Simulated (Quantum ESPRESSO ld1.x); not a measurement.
Spin polarisation of the 4p3 shell in neutral arsenic. Start: [Ar] 3d10 4s2 4p(up 1.5, down 1.5); electrons of 4p are moved from spin down to spin up, other shells keep equal spins. Calculated with ld1.x of Quantum ESPRESSO 7.5: scalar-relativistic Kohn-Sham, LDA (Slater exchange, Perdew-Wang correlation), spin-polarised, spherical densities, point nucleus.

| moment (Bohr magnetons) | E - E(0) (eV) | e(4p up) (eV) | e(4p down) (eV) | 4s down minus up (eV) |
|---|---|---|---|---|
| 0 | 0.000 | -5.342 | -5.342 | 0.000 |
| 0.75 | -0.086 | -5.553 | -5.092 | 0.490 |
| 1.5 | -0.346 | -5.727 | -4.798 | 0.985 |
| 2.25 | -0.785 | -5.863 | -4.454 | 1.489 |
| 3 | -1.405 | -5.956 | -4.054 | 2.002 |

At moment 3 the spin-polarisation energy is -1.405 eV and the 4p exchange splitting 1.902 eV, that is 0.634 eV per Bohr magneton; E = -I m^2/4 would give I = 0.624 eV.
